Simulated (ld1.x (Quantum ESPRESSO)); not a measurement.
**Cutoff test, V (Z = 23), TM**

vanadium, norm-conserving Troullier–Martins (Kleinman–Bylander form), made with ld1.x (Quantum ESPRESSO) 7.5 (PW91, scalar-relativistic). Core [Ar], reference 3d3 4s2 4p0. Waves: 4s (bound): rc 1.95 bohr; 4p (bound, empty): rc 2.85 bohr; 3d (bound): rc 1.05 bohr; 4f channel at 0.25 Ry: rc 2.60 bohr. Local part: all-electron potential smoothed inside 2.05 bohr (lloc = -1). Core correction: none.

The pseudo-atom Hamiltonian at the reference potential is diagonalised in spherical Bessel functions j_l(qr) that vanish at 20 bohr, with q² up to the cutoff. All-electron valence levels (Ry): 4s -0.3489, 4p -0.1091, 3d -0.3844.

Q: How do the lowest levels (Ry) of each channel move with the cutoff, and are there ghosts?

A:

```tsv
cutoff (Ry)	s #1	p #1	p #2	d #1	d #2	f #1	f #2	Σ f·Δε (mRy)
8	-0.3434	-0.1090	0.0501	0.0430	0.1167	0.1123	0.2215	1293.2
21	-0.3475	-0.1091	0.0500	0.0390	0.1096	0.1123	0.2215	1273.0
45	-0.3486	-0.1091	0.0500	0.0159	0.0851	0.1123	0.2215	1201.4
70	-0.3488	-0.1091	0.0500	-0.1575	0.0590	0.1123	0.2215	680.9
120	-0.3489	-0.1091	0.0500	-0.3660	0.0545	0.1123	0.2215	55.3
230	-0.3489	-0.1091	0.0500	-0.3843	0.0543	0.1123	0.2215	0.3
400	-0.3489	-0.1091	0.0500	-0.3844	0.0543	0.1123	0.2215	0.0
```

Result: no extra level below or beside the all-electron valence levels (s, p, d, f tested); 10 mRy is reached at 160 Ry and 1 mRy at 180 Ry.

1 of 7 tests not solved or not reliable.
